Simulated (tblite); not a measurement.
A geometry optimisation, step by step.

Species: C6H10N2Si.
Atom-mapped SMILES: `[CH3:1][NH:2][C@@H:3]1[SiH2:4][C@@:5]12[CH2:6][C@@H:7]2[C:8]#[N:9]` (hydrogens: H10, H11, H12 on C1; H13 on N2; H14 on C3; H15, H16 on Si4; H17, H18 on C6; H19 on C7)

Computed with GFN2-xTB (tblite), gas phase: L-BFGS steps from a force-field or distance-geometry start until the largest atomic force falls under 0.01 eV/Å. 10 of its 103 geometries are shown.

Step 0: E = -689.7396 eV, largest atomic force 4.452 eV/Å
```
atom  x, y, z in Å  |  force x, y, z in eV/Å
C1      2.904    0.492   -0.444   -0.419   1.115   0.106
N2      1.463    0.800   -0.548    0.489   0.149   0.638
C3      0.686   -0.199    0.140    2.158  -1.141  -0.704
Si4    -0.292   -1.284   -1.072    0.390  -3.054  -3.216
C5     -0.762   -0.215    0.249    0.108   0.872   1.244
C6     -1.626   -0.320    1.394   -0.934   0.556   2.304
C7     -1.748    0.815    0.380   -3.121   1.464  -0.105
C8     -2.977    0.685   -0.391   -2.013   0.113  -1.580
N9     -3.977    0.573   -1.000    3.137   0.298   1.925
H10     3.282    0.223   -1.423    0.384  -0.007  -0.032
H11     3.409    1.413   -0.052   -0.206  -0.743  -0.439
H12     3.080   -0.320    0.262    0.062   0.107  -0.139
H13     1.164    0.823   -1.531    0.284   0.331   0.545
H14     1.264   -0.831    0.842   -0.482   0.945   0.116
H15    -0.367   -0.733   -2.447   -0.010  -0.231   0.545
H16    -0.233   -2.732   -0.881   -0.212   0.261  -0.039
H17    -2.375   -1.123    1.421    0.264   0.565   0.046
H18    -1.351    0.084    2.408    0.041  -0.847  -0.991
H19    -1.556    1.859    0.700    0.081  -0.752  -0.225
```

Step 11: E = -690.7518 eV, largest atomic force 0.348 eV/Å
```
atom  x, y, z in Å  |  force x, y, z in eV/Å
C1      2.935    0.532   -0.449   -0.097   0.010  -0.026
N2      1.497    0.774   -0.458   -0.068   0.216   0.185
C3      0.694   -0.313    0.037    0.279  -0.121  -0.163
Si4    -0.319   -1.469   -1.147    0.296   0.090   0.159
C5     -0.809   -0.259    0.190    0.002   0.098  -0.044
C6     -1.635   -0.287    1.420   -0.197   0.135   0.072
C7     -1.829    0.827    0.400   -0.200  -0.018   0.171
C8     -3.012    0.745   -0.388    0.310  -0.027   0.032
N9     -3.937    0.594   -1.045   -0.090   0.078  -0.011
H10     3.340    0.253   -1.428   -0.098  -0.068   0.016
H11     3.458    1.439   -0.121   -0.143  -0.088  -0.022
H12     3.159   -0.273    0.251    0.067   0.104  -0.008
H13     1.197    1.084   -1.377   -0.087   0.009   0.165
H14     1.182   -0.697    0.933   -0.110  -0.129  -0.058
H15    -0.395   -0.835   -2.456   -0.041  -0.224   0.010
H16    -0.331   -2.902   -0.924   -0.134   0.100  -0.063
H17    -2.430   -1.021    1.496    0.047  -0.015  -0.053
H18    -1.237   -0.020    2.394    0.160   0.021  -0.233
H19    -1.537    1.838    0.680    0.102  -0.174  -0.127
```

Step 23: E = -690.9115 eV, largest atomic force 0.178 eV/Å
```
atom  x, y, z in Å  |  force x, y, z in eV/Å
C1      2.885    0.578   -0.428   -0.042  -0.010  -0.058
N2      1.464    0.816   -0.266   -0.040  -0.033   0.060
C3      0.715   -0.357    0.063   -0.110  -0.026  -0.091
Si4    -0.242   -1.520   -1.174   -0.025  -0.005  -0.005
C5     -0.797   -0.314    0.138   -0.036  -0.072   0.036
C6     -1.601   -0.279    1.384    0.054  -0.157   0.021
C7     -1.780    0.806    0.350    0.100   0.000  -0.005
C8     -2.967    0.782   -0.424   -0.052  -0.036  -0.083
N9     -3.921    0.719   -1.056    0.050   0.049   0.032
H10     3.146    0.221   -1.430    0.057  -0.093  -0.051
H11     3.435    1.500   -0.235   -0.058   0.008  -0.012
H12     3.195   -0.176    0.296    0.053   0.096  -0.007
H13     1.081    1.281   -1.083   -0.016   0.026   0.063
H14     1.155   -0.812    0.954   -0.034  -0.021  -0.125
H15    -0.408   -1.081   -2.553    0.084   0.051   0.116
H16    -0.475   -2.934   -0.932    0.104   0.060   0.055
H17    -2.387   -1.004    1.527   -0.174  -0.020  -0.034
H18    -1.090   -0.016    2.298    0.004   0.088   0.080
H19    -1.416    1.799    0.579    0.082   0.096   0.008
```

Step 34: E = -690.9672 eV, largest atomic force 0.172 eV/Å
```
atom  x, y, z in Å  |  force x, y, z in eV/Å
C1      2.841    0.592   -0.448    0.033  -0.010  -0.016
N2      1.432    0.797   -0.196    0.061  -0.051   0.058
C3      0.707   -0.409    0.050   -0.081   0.036   0.069
Si4    -0.236   -1.540   -1.193   -0.030   0.005  -0.018
C5     -0.802   -0.372    0.153   -0.033  -0.102   0.002
C6     -1.619   -0.286    1.389   -0.005  -0.024  -0.038
C7     -1.733    0.793    0.330    0.054  -0.021   0.047
C8     -2.924    0.819   -0.441   -0.065  -0.005  -0.085
N9     -3.890    0.802   -1.059    0.151   0.037   0.074
H10     3.067    0.149   -1.429   -0.064   0.007  -0.012
H11     3.353    1.550   -0.363    0.027   0.002  -0.042
H12     3.229   -0.083    0.316    0.036   0.063   0.027
H13     1.008    1.350   -0.932   -0.057  -0.022  -0.061
H14     1.167   -0.935    0.886    0.012   0.053   0.062
H15    -0.345   -1.068   -2.560   -0.043  -0.020   0.028
H16    -0.386   -2.945   -0.871    0.050  -0.020  -0.078
H17    -2.455   -0.957    1.526   -0.028   0.012  -0.028
H18    -1.117   -0.015    2.308   -0.012  -0.003   0.003
H19    -1.307    1.766    0.543   -0.005   0.063   0.008
```

Step 45: E = -691.0044 eV, largest atomic force 0.090 eV/Å
```
atom  x, y, z in Å  |  force x, y, z in eV/Å
C1      2.796    0.611   -0.476    0.021  -0.008  -0.005
N2      1.401    0.779   -0.129    0.008  -0.011  -0.015
C3      0.712   -0.453    0.113   -0.031   0.009   0.005
Si4    -0.202   -1.554   -1.183    0.028  -0.019   0.024
C5     -0.799   -0.432    0.192   -0.076  -0.021  -0.030
C6     -1.658   -0.298    1.394   -0.011   0.014  -0.007
C7     -1.672    0.784    0.331   -0.043   0.014   0.039
C8     -2.844    0.877   -0.463    0.040  -0.014  -0.002
N9     -3.803    0.920   -1.090    0.035   0.028  -0.024
H10     2.943    0.057   -1.415    0.018   0.028  -0.011
H11     3.262    1.593   -0.553   -0.025  -0.028  -0.067
H12     3.298    0.059    0.320   -0.059   0.003   0.022
H13     0.924    1.309   -0.855    0.019  -0.017   0.044
H14     1.178   -0.979    0.946    0.030   0.053  -0.016
H15    -0.378   -1.056   -2.537    0.014   0.019   0.060
H16    -0.226   -2.986   -0.960   -0.032   0.020   0.003
H17    -2.552   -0.902    1.486    0.082  -0.038  -0.001
H18    -1.183   -0.059    2.338   -0.035  -0.008  -0.043
H19    -1.206    1.740    0.549    0.018  -0.026   0.023
```

Step 57: E = -691.0186 eV, largest atomic force 0.086 eV/Å
```
atom  x, y, z in Å  |  force x, y, z in eV/Å
C1      2.771    0.612   -0.510   -0.040  -0.001   0.004
N2      1.384    0.784   -0.135   -0.020  -0.045   0.009
C3      0.716   -0.452    0.149   -0.034   0.015  -0.004
Si4    -0.183   -1.563   -1.150    0.062   0.024  -0.021
C5     -0.796   -0.449    0.217    0.025   0.061  -0.015
C6     -1.680   -0.332    1.398    0.011   0.014   0.019
C7     -1.670    0.769    0.357    0.031  -0.004  -0.024
C8     -2.797    0.916   -0.488   -0.065  -0.053  -0.017
N9     -3.716    1.010   -1.169    0.073   0.018   0.015
H10     2.902   -0.005   -1.412   -0.002  -0.001  -0.005
H11     3.220    1.589   -0.676   -0.002   0.028  -0.032
H12     3.293    0.127    0.315    0.011  -0.014   0.003
H13     0.880    1.294   -0.856    0.038  -0.020   0.012
H14     1.202   -0.946    0.991   -0.025   0.023  -0.031
H15    -0.354   -0.994   -2.474    0.023  -0.030  -0.031
H16    -0.214   -2.999   -0.972   -0.032   0.002   0.016
H17    -2.555   -0.963    1.464   -0.026   0.014  -0.011
H18    -1.231   -0.093    2.351    0.004  -0.023   0.076
H19    -1.180    1.705    0.607   -0.031  -0.007   0.037
```

Step 68: E = -691.0259 eV, largest atomic force 0.066 eV/Å
```
atom  x, y, z in Å  |  force x, y, z in eV/Å
C1      2.754    0.614   -0.536    0.023   0.001  -0.005
N2      1.377    0.789   -0.128    0.025  -0.011  -0.021
C3      0.718   -0.447    0.172   -0.005   0.009  -0.008
Si4    -0.163   -1.553   -1.141   -0.007   0.001   0.004
C5     -0.791   -0.447    0.229   -0.006  -0.007   0.014
C6     -1.690   -0.360    1.404   -0.023   0.016  -0.007
C7     -1.673    0.761    0.387    0.014   0.028  -0.003
C8     -2.768    0.930   -0.493   -0.021  -0.003  -0.033
N9     -3.635    1.068   -1.230   -0.023  -0.014   0.004
H10     2.865   -0.047   -1.410   -0.017   0.001   0.003
H11     3.183    1.586   -0.768    0.011   0.011  -0.001
H12     3.306    0.176    0.295    0.026  -0.009   0.005
H13     0.866    1.290   -0.849   -0.037   0.000   0.013
H14     1.210   -0.931    1.013   -0.010   0.007   0.006
H15    -0.294   -1.000   -2.475    0.012  -0.006  -0.013
H16    -0.247   -2.984   -0.948   -0.002  -0.020   0.011
H17    -2.570   -0.988    1.444    0.000  -0.027  -0.018
H18    -1.260   -0.145    2.373    0.009  -0.010   0.000
H19    -1.200    1.696    0.668    0.032   0.030   0.049
```

Step 79: E = -691.0284 eV, largest atomic force 0.022 eV/Å
```
atom  x, y, z in Å  |  force x, y, z in eV/Å
C1      2.757    0.614   -0.548    0.007   0.000  -0.005
N2      1.383    0.789   -0.129    0.002   0.005   0.000
C3      0.718   -0.442    0.177    0.014  -0.007   0.002
Si4    -0.164   -1.550   -1.134    0.013  -0.003   0.003
C5     -0.791   -0.430    0.225   -0.002  -0.005   0.010
C6     -1.697   -0.368    1.395   -0.017   0.013   0.004
C7     -1.675    0.774    0.400   -0.004   0.006   0.001
C8     -2.762    0.943   -0.492    0.008  -0.019   0.007
N9     -3.624    1.060   -1.238   -0.015   0.012   0.006
H10     2.859   -0.052   -1.419   -0.005   0.000   0.003
H11     3.183    1.585   -0.791   -0.004  -0.006   0.003
H12     3.321    0.182    0.280   -0.011  -0.002  -0.017
H13     0.861    1.294   -0.840    0.012  -0.003   0.008
H14     1.201   -0.923    1.026    0.005   0.011   0.005
H15    -0.259   -1.020   -2.481   -0.001   0.005  -0.004
H16    -0.271   -2.979   -0.922    0.001   0.005   0.007
H17    -2.572   -1.003    1.417   -0.005  -0.008  -0.013
H18    -1.273   -0.170    2.371   -0.005  -0.010  -0.009
H19    -1.208    1.704    0.712    0.007   0.006  -0.011
```

Step 91: E = -691.0294 eV, largest atomic force 0.015 eV/Å
```
atom  x, y, z in Å  |  force x, y, z in eV/Å
C1      2.756    0.611   -0.560   -0.005  -0.002  -0.004
N2      1.389    0.791   -0.122   -0.001   0.004   0.012
C3      0.724   -0.438    0.189   -0.007   0.004   0.008
Si4    -0.149   -1.549   -1.126   -0.001   0.000  -0.002
C5     -0.786   -0.428    0.226   -0.003   0.003  -0.005
C6     -1.706   -0.374    1.386   -0.001   0.000  -0.002
C7     -1.671    0.775    0.399    0.000   0.001   0.003
C8     -2.760    0.949   -0.490   -0.011  -0.008  -0.006
N9     -3.631    1.073   -1.225    0.005   0.008   0.005
H10     2.842   -0.058   -1.430    0.002  -0.002  -0.007
H11     3.180    1.581   -0.812    0.006   0.001  -0.001
H12     3.330    0.180    0.261   -0.001  -0.005  -0.005
H13     0.860    1.299   -0.826    0.001   0.006  -0.007
H14     1.205   -0.911    1.043   -0.002  -0.007   0.005
H15    -0.240   -1.022   -2.474    0.008  -0.001  -0.004
H16    -0.269   -2.975   -0.903    0.010  -0.010  -0.002
H17    -2.582   -1.008    1.384    0.001  -0.005   0.006
H18    -1.296   -0.191    2.370   -0.001   0.009   0.001
H19    -1.205    1.703    0.717   -0.001   0.003   0.005
```

Step 102: E = -691.0301 eV, largest atomic force 0.010 eV/Å
```
atom  x, y, z in Å  |  force x, y, z in eV/Å
C1      2.755    0.606   -0.570   -0.003  -0.003   0.001
N2      1.394    0.795   -0.116   -0.004  -0.001  -0.003
C3      0.724   -0.431    0.198   -0.003   0.001   0.003
Si4    -0.137   -1.549   -1.119    0.008  -0.002  -0.003
C5     -0.787   -0.424    0.225   -0.003   0.000  -0.007
C6     -1.711   -0.377    1.382    0.002   0.000  -0.002
C7     -1.678    0.774    0.398   -0.001   0.004   0.005
C8     -2.768    0.954   -0.489   -0.008   0.001   0.001
N9     -3.642    1.092   -1.218    0.008  -0.005  -0.003
H10     2.825   -0.057   -1.446   -0.004   0.000  -0.003
H11     3.187    1.573   -0.818   -0.001  -0.006   0.006
H12     3.332    0.160    0.241    0.004  -0.001  -0.001
H13     0.863    1.308   -0.815   -0.007   0.003   0.001
H14     1.198   -0.902    1.057    0.005  -0.002   0.003
H15    -0.210   -1.030   -2.472   -0.001   0.006  -0.001
H16    -0.248   -2.976   -0.896    0.003  -0.001   0.004
H17    -2.583   -1.017    1.377    0.000   0.001   0.000
H18    -1.307   -0.191    2.368    0.004   0.000   0.000
H19    -1.216    1.702    0.722    0.003   0.006  -0.001
```

Problem. Summarise the path.

Solution. The energy falls by 124.51 kJ/mol from step 0 to step 102; nine tenths of that is first reached at step 22. It falls at every step. The largest force goes from 4.452 to 0.010 eV/Å. Among the bonds Si4–C5 changes most, from 1.764 to 1.869 Å; the atoms move by 0.435 Å rms after alignment.

What follows is the cost of the whole relaxation. The run took 0.95 s of wall time on one thread of an Intel Xeon Platinum 8488C, shared host with 192 logical CPUs at a one-minute load of 84.
